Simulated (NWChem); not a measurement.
System: C2H3ClF2; SMILES C(C)(F)(Cl)F

Input file for NWChem:

```
start job
memory heap 200 mb stack 900 mb global 1100 mb
geometry units angstroms noautoz
  C     -1.372420    -0.905599     0.000000
  C      0.023552    -0.352687     0.000000
  F      0.702045    -0.766244    -1.077160
  F      0.702045    -0.766244     1.077160
  Cl     0.024837     1.434702     0.000000
  H     -1.907632    -0.567797    -0.895898
  H     -1.907632    -0.567797     0.895898
  H     -1.310122    -2.003335     0.000000
end
basis spherical
  * library def2-tzvpd
end
dft
  xc xpbe96 cpbe96
  iterations 150
  semidirect filesize 400000000
  mulliken
end
task dft energy
```

The geometry was optimised at PBE0/def2-SVP.

Problem. Give the results of this calculation. (PBE/def2-TZVPD.) Quantities: energy (Ha); highest occupied level (eV); orbital gap (eV); dipole (D).

Solution. 
| Item | Result |
|---|---|
| energy (Ha) | -737.57 |
| highest occupied level (eV) | -7.85 |
| orbital gap (eV) | 6.90 |
| dipole (D) | 2.09 |
